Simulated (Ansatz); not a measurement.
CH7AlOSn can be A, `[CH3][SnH2][O][AlH2]`, or B, `[CH3][SnH]([OH])[AlH2]`.

Isolated molecules relaxed with PBE0-D4/def2-TZVP in Ansatz; ΔE leaves out vibrations. CCSD(T)/CBS adds triple-zeta CCSD(T) − MP2 to the extrapolated MP2 energy (def2 sets, frozen cores). Functionals use def2-TZVPP. B3LYP here is the variant with VWN-RPA as its local correlation; programs differ in this. def2 core potentials past Kr. For Sn outer-core shells are correlated without core-valence functions, which leaves a few kJ/mol of doubt a bond. One conformer a species, not always the lowest.

A:

Z-matrix (Å, degrees):
```
C
Sn 1 2.132
H 1 1.091 2 110.4
H 1 1.090 2 109.6 3 120.2
H 1 1.090 2 109.7 3 -120.2
O 2 1.956 1 107.2 3 -178.5
H 2 1.709 1 113.1 3 65.9
H 2 1.710 1 113.1 3 -62.5
Al 6 1.677 2 148.1 1 9.9
H 9 1.589 6 119.4 2 -0.2
H 9 1.583 6 118.6 2 179.9
```

B:

Z-matrix (Å, degrees):
```
C
Sn 1 2.137
H 1 1.090 2 110.7
H 1 1.090 2 109.8 3 120.7
H 1 1.090 2 108.5 3 -120.0
O 2 1.989 1 100.2 3 176.6
Al 2 2.676 1 118.3 3 -66.3
H 2 1.727 1 108.8 3 65.3
H 6 0.959 2 113.4 1 -177.3
H 7 1.589 2 121.5 1 37.9
H 7 1.589 2 119.4 1 -142.2
```

Question: Which isomer does CCSD(T)/CBS put lower? Give the gap. (Best estimate.)

Answer: Computed: A, by 28.3 kcal/mol.

Question: Give E(B) − E(A) in kcal/mol with r2SCAN-D4, HF/def2-TZVPP, B2PLYP, CCSD(T)/def2-TZVPP, PBE-D4, ωB97M-V, B3LYP. (Best estimate.)

Answer: Ansatz gave: r2SCAN-D4 28.2, HF/def2-TZVPP 32.2, B2PLYP 29.5, CCSD(T)/def2-TZVPP 29.5, PBE-D4 23.8, ωB97M-V 29.5, B3LYP 28.1. None reverses the order clearly.

Largest T1 diagnostic: 0.013.

From PBE to PBE0 (25 % exact exchange), in def2-TZVPP and without D4, E(B) − E(A) moves by +1.5 kcal/mol. In def2-TZVPP, CCSD(T) changes the Hartree–Fock value by −2.7 kcal/mol (the triples alone add −0.3 kcal/mol) and MP2 by −1.9 kcal/mol.
